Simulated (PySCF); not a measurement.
hexafluoropropene (C$_{3}$F$_{6}$), singlet, at a GFN2-xTB geometry. Base run: PySCF with DF-SVWN5/def2-SV(P).

The PySCF input:
```python
from pyscf import gto, scf, dft

mol = gto.M(
    atom='''
F     2.491847   -0.188296    0.798421
C     1.314185    0.246835    0.424680
F     1.260674    1.558248    0.421121
C     0.282299   -0.525202    0.085216
F     0.376068   -1.856638    0.101497
C    -1.064361    0.031018   -0.341549
F    -1.610870    0.786249    0.618079
F    -0.954475    0.807488   -1.425501
F    -1.917994   -0.942152   -0.625849
''',
    basis='def2-sv(p)',
    charge=0,
    spin=0,
    verbose=4,
)

mf = dft.RKS(mol)
mf.xc = 'lda,vwn'
mf = mf.density_fit(auxbasis='def2-universal-jkfit')
mf.kernel()
```

All variants below ran on the same shared machine, one core each. Differences are taken from the largest basis of the Pople family in the series, which isn't the basis-set limit (6-311+G(2d,p): -7.194 eV). The cheapest run took very roughly 9 core-seconds.

```csv
setting,basis functions,"cost, times the cheapest (rough)",difference in HOMO energy (eV)
3-21G,81,1,0.880
6-31G*,126,2,0.775
6-311G**,162,3,0.265
"6-311+G(2d,p)",243,5,reference
```

Times come from a shared machine, hold the start-up and are rough.
